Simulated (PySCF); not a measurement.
# C₆ coefficients of unlike pairs at HSE06

Calculated with PySCF 2.14 from the dipole response of each species, C₆(A,B) = (3/π) ∫ α_A(iu) α_B(iu) du, in atomic units, from isotropic polarisabilities. For ions this is the dispersion term alone; charge-induced terms of lower order in 1/R come first.

```csv
species,configuration,basis,relativity,α (bohr³),C₆ (like pair)
B³⁺,1s2 (1S),aug-cc-pwCVTZ (7s6p4d2f),none,0.02005,0.002676
P⁺,[Ne] 3s2 3p2 (3P),def2-QZVPPD (10s6p5d2f1g),none,14.31,73.67
S⁺,[Ne] 3s2 3p3 (4S),aug-cc-pVTZ-DK (6s5p3d2f),spin-free X2C,10.81,53.22
Se³⁺,[Ar] 3d10 4s2 4p1 (2P),"aug-cc-pVQZ-PP with one added diffuse shell each of s, p, d, f, g type with ECP10MDF (8s7p6d4f3g)",core potential,6.566,22.62
```

Problem. Estimate C₆ for Se³⁺ with B³⁺.

Solution. The integral gives 0.1393. The combination rule 2 C_A C_B / (C_A α_B/α_A + C_B α_A/α_B) gives 0.1280 and the geometric mean 0.2460.

No spin-orbit coupling is included.

The other pairs:

```json
{"pair": "P⁺, B³⁺", "C₆": "0.2090"}
{"pair": "Se³⁺, S⁺", "C₆": "34.56"}
{"pair": "S⁺, B³⁺", "C₆": "0.1914"}
{"pair": "S⁺, P⁺", "C₆": "62.20"}
{"pair": "Se³⁺, P⁺", "C₆": "40.09"}
```
